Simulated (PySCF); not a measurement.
## Exercise with solution: oscillator strength and radiative lifetime

C5H7F, SMILES C#CC[C@@H](C)F.

Geometry: PBE0-D3(BJ)/def2-SVP. The structure was generated by enumeration; whether it is a known compound was not checked. The values are those of a single conformer.

TDA-ωB97X/def2-SVPD (PySCF 2.14.0) puts the first singlet state with f over 0.02 at 8.12 eV (vertical), with the transition dipole (-0.014, -0.178, 0.439) in atomic units.

### Question
Find the oscillator strength, the wavelength and the radiative lifetime that this transition would have in vacuum if emission retraced absorption.

### Answer

|μ|² = 0.2246 au, so |μ| = 1.20 D. ΔE = 8.12/27.211 = 0.2984 hartree. f = (2/3) ΔE |μ|² = 0.045 (the program prints 0.045).
λ = 1239.84/8.12 = 153 nm; ν = 65492 cm⁻¹.
Einstein's coefficient A = 0.6670 ν² f s⁻¹ (ν in cm⁻¹) = 1.3e8 s⁻¹, so τ = 1/A = 7.8 ns. This state is S4; the lower singlets have f = 0.000, 0.002, 0.001. The figure is the radiative limit of this one transition; relaxation, internal conversion, crossing to triplets and a medium change what is measured.
